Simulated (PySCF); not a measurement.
Compound: C4H12Si3.
SMILES: `C[C@H]([SiH3])[SiH2]C#C[SiH3]`

The closed-shell SCF was solved with PySCF and density fitting under several settings on one GFN2-xTB geometry (grid level 2 and gas phase unless stated).

```json
{"settings": "PBE0/pcSseg-1", "basis functions": "200", "SCF cycles": "14", "E (Eh)": "-1027.4473", "HOMO (eV)": "-7.89", "LUMO (eV)": "-0.47", "dipole (D)": "0.66"}
{"settings": "PBE0/def2-SVPD", "basis functions": "248", "SCF cycles": "14", "E (Eh)": "-1027.1201", "HOMO (eV)": "-7.89", "LUMO (eV)": "-0.51", "dipole (D)": "0.73"}
{"settings": "WP04/def2-SVPD, IEF-PCM chloroform, energy threshold 1e-06 Eh", "basis functions": "248", "SCF cycles": "8", "E (Eh)": "-1041.6561", "HOMO (eV)": "-8.91", "LUMO (eV)": "-2.31", "dipole (D)": "0.85"}
{"settings": "PBE0/3-21G, fitting basis def2-qzvpp-jkfit, energy threshold 1e-07 Eh", "basis functions": "99", "SCF cycles": "8", "E (Eh)": "-1022.0174", "HOMO (eV)": "-7.74", "LUMO (eV)": "0.09", "dipole (D)": "0.68"}
{"settings": "PBE0/pcseg-1, energy threshold 1e-07 Eh", "basis functions": "170", "SCF cycles": "8", "E (Eh)": "-1027.4260", "HOMO (eV)": "-7.87", "LUMO (eV)": "-0.45", "dipole (D)": "0.67"}
{"settings": "BHandHLYP/6-31G*, grid level 1", "basis functions": "134", "SCF cycles": "10", "E (Eh)": "-1027.9073", "HOMO (eV)": "-8.67", "LUMO (eV)": "0.88", "dipole (D)": "0.64"}
{"settings": "PBE0/pcSseg-1, grid level 1, level shift 0.3 Eh", "basis functions": "200", "SCF cycles": "13", "E (Eh)": "-1027.4472", "HOMO (eV)": "-7.89", "LUMO (eV)": "-0.47", "dipole (D)": "0.66"}
```

Question: Estimate the row for these settings: HCTH407/def2-SVPD, start guess atom, damping 0.3 at the start, DIIS from the seventh cycle.

Answer: 
| settings | basis functions | SCF cycles | E (Eh) | HOMO (eV) | LUMO (eV) | dipole (D) |
| --- | --- | --- | --- | --- | --- | --- |
| HCTH407/def2-SVPD, start guess atom, damping 0.3 at the start, DIIS from the seventh cycle | 248 | 19 | -1027.7836 | -6.90 | -1.45 | 0.75 |

Question: Over all rows, what range does the HOMO–LUMO gap span?

Answer: From 5.45 eV (HCTH407/def2-SVPD, start guess atom, damping 0.3 at the start, DIIS from the seventh cycle) to 9.55 eV (BHandHLYP/6-31G*, grid level 1). The functional of the narrowest has no exact exchange, that of the widest 50 % exact exchange.

Question: And the dipole moment?

Answer: From 0.64 D (BHandHLYP/6-31G*, grid level 1) to 0.85 D (WP04/def2-SVPD, IEF-PCM chloroform, energy threshold 1e-06 Eh); the largest is 1.33 times the smallest, and the median is 0.68 D.

Question: Compare two rows with the functional PBE0: PBE0/3-21G, fitting basis def2-qzvpp-jkfit, energy threshold 1e-07 Eh and PBE0/def2-SVPD. Which energy is lower, and by how much?

Answer: PBE0/def2-SVPD (248 functions) lies 5.1027 Eh or 3202 kcal/mol below PBE0/3-21G, fitting basis def2-qzvpp-jkfit, energy threshold 1e-07 Eh (99 functions).

Cycle counts include a coarse-grid stage where the run had one. All basis functions are spherical, in the Pople sets too. WP04 was designed for NMR shieldings or shifts; total energies of different functionals aren't comparable. The structure is a single GFN2-xTB conformer; no vibrational corrections.

The values belong to the conformer `[CH3:1][C@H:2]([SiH3:3])[SiH2:4][C:5]#[C:6][SiH3:7]`: C1–C2–Si4–C5 -176°.
